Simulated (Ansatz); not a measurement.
System: HS₂ (charge -1, singlet). It need not be the lowest isomer of its formula. Whether it binds its extra electron was not tested at this geometry. SMILES: [S-]S
Structure (B3LYP-D3(BJ)/def2-TZVP (Ansatz, a first-principles code) minimum search):
```xyz
3

S     -0.9925     0.0247     0.4650
S      0.8936     0.0305    -0.4803
H      1.5810    -0.8842     0.2447
```
Charge -1, spin multiplicity 1.

Parts of the frozen-core correlation energy in STO-3G (Ansatz, hartree). Frozen orbitals: 10; correlated occupied orbitals by spin: 7 and 7; virtual: 2 and 2. No spin-orbit coupling. Non-relativistic.

```json
[
 {"term": "reference (HF)", "value": "-786.72364"},
 {"term": "MP2 opposite-spin", "value": "-0.03002"},
 {"term": "MP2 same-spin", "value": "-0.00110"},
 {"term": "CCSD correlation", "value": "-0.04464"},
 {"term": "(T)", "value": "-0.00019"},
 {"term": "FCI minus CCSD(T)", "value": "-0.00010"},
 {"term": "T1 diagnostic", "value": "0.007"},
 {"term": "largest doubles amplitude", "value": "0.112"}
]
```
